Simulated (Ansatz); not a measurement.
Molecule: sum formula BNHCl₂, net charge 0, doublet state. It need not be the lowest isomer of its formula. SMILES: [NH]B(Cl)Cl
Coordinates optimised at B3LYP-D3(BJ)/def2-TZVP (Ansatz, a quantum-chemistry and plane-wave program):
```
B
N 1 1.3963
H 2 1.0139 1 126.06
Cl 1 1.7628 2 119.57 3 -92.52
Cl 1 1.7628 2 119.57 3 92.52
```
Charge 0, spin multiplicity 2.

Property: atomisation energy (electronic, to ground-state atoms); the coupled-cluster value holds the core correlation from cc-pwCVTZ, in kcal/mol. Valence correlation only, unless marked. UHF or UKS for open shells. Spin-orbit coupling is left out. Non-relativistic. Basis-set limits of correlation are two-point, X^-3; Hartree-Fock from the larger set (for Q and 5 zeta extrapolated as (X+1)exp(-9√X)).

Level to compare with: CCSD(T)/CBS(cc-pV(Q+d)Z,cc-pV(5+d)Z) plus the core term (Ansatz), 400.4 kcal/mol. It is a level with limits of its own, and the differences hold the functionals' basis error too.

Question: Rank these functionals by how close they come to CCSD(T)/CBS(cc-pV(Q+d)Z,cc-pV(5+d)Z), closest first: wB97M-V/def2-TZVPD (Ansatz); SVWN5/def2-TZVPD (Ansatz); r2SCAN0/def2-TZVPD (Ansatz).

Answer: r2SCAN0/def2-TZVPD (hybrid meta-GGA, 399.6 kcal/mol, difference -0.8), wB97M-V/def2-TZVPD (range-separated hybrid meta-GGA with VV10, 405.9 kcal/mol, difference 5.5), SVWN5/def2-TZVPD (LDA, 474.6 kcal/mol, difference 74.2)
